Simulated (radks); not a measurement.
Q: The mean radii <r> (bohr) of the occupied orbitals of an atom or ion are listed with their occupations. Method: scalar-relativistic Kohn-Sham, r2SCAN, spin-unpolarised, spherical densities, finite nucleus; meta-GGA in the generalised Kohn-Sham scheme; Fermi nuclear charge, rms radius of each element as measured or else 0.836 A^(1/3) + 0.57 fm; computed with a radial shooting solver on a logarithmic mesh with Libxc functionals.

| orbital | occ. | <r> |
|---|---|---|
| 1s | 2 | 0.04275 |
| 2s | 2 | 0.1893 |
| 2p | 6 | 0.1654 |
| 3s | 2 | 0.5499 |
| 3p | 6 | 0.5625 |
| 3d | 10 | 0.5858 |
| 4s | 2 | 1.540 |
| 4p | 1 | 1.745 |
| 4d | 1 | 2.436 |

Name the element and its charge.

A: Z = 35, bromine, charge +3: Br3+ in [Ar] 3d10 4s2 4p1 4d1. The 1s radius gives Z: for a bare nucleus <r> = (2 gamma + 1)/(2Z) with gamma = sqrt(1 - (Z/c)^2), 0.04191 bohr for Z = 35, and screening makes it slightly larger (0.04275 here). The occupations add up to 32, and the charge is Z minus that.
